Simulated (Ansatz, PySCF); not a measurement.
Spin states of C3MoO3 (SMILES [O+]#[C-]->[Mo](<-[C-]#[O+])<-[C-]#[O+]), each relaxed with B3LYP-D3(BJ)/def2-TZVP.
State 1 (charge 0, multiplicity 3):
```
atom    x (Å)    y (Å)    z (Å)
----  -------  -------  -------
Mo     0.3633  -0.5220   0.3647
O      2.7225   0.1307  -1.6672
C      1.8933  -0.1295  -0.9177
O     -2.0666  -1.1039   2.3582
C     -1.1859  -0.9071   1.6515
O     -1.1940   1.6240  -1.2761
C     -0.6347   0.8323  -0.6626
```
State 2 (charge 0, multiplicity 1):
```xyz
7

Mo     0.4017    -0.5655     0.3571
O      2.7521     0.0891    -1.6917
C      1.9356    -0.1810    -0.9330
O     -2.1605    -0.9349     2.2143
C     -1.2155    -0.8378     1.5719
O     -1.2132     1.5839    -1.1119
C     -0.6023     0.7708    -0.5560
```

Singlets are restricted, other states unrestricted; no spin–orbit coupling, no relativity up to Kr; see below for the cores. The largest T1 diagnostic is 0.027.

Correlated levels freeze the inner cores; with def2 sets outer-core shells near the valence are correlated too.

Programs: Ansatz (Gaussian orbitals); PySCF for the dispersion terms.  In def2 rows elements past Kr take small-core potentials, without spin–orbit coupling.

| level | energy of the multiplicity-1 state less that of the multiplicity-3 state (eV) |
|---|---|
| PBE-D3(BJ)/def2-TZVPP | 0.059 |
| BLYP-D3(BJ)/def2-TZVPP | 0.036 |
| r2SCAN-D3(BJ)/def2-TZVPP | 0.179 |
| B97M-V/def2-TZVPP | 0.028 |
| B3LYP/def2-TZVPP | 0.054 |
| PBE0-D4/def2-TZVPP | 0.105 |
| BHLYP-D3(BJ)/def2-TZVPP | 0.106 |
| CAM-B3LYP-D4/def2-TZVPP | 0.071 |
| B2PLYP-D3(BJ)/def2-TZVPP | ___ |

Q: Complete the blanks.

A: 
- B2PLYP-D3(BJ)/def2-TZVPP, energy of the multiplicity-1 state less that of the multiplicity-3 state (eV): -0.040

Doubts at one or more of the structures used: a restricted determinant that unrestricted orbitals would lower (B2PLYP-D3(BJ)/def2-TZVPP).

Ansatz is a program for electronic structure.
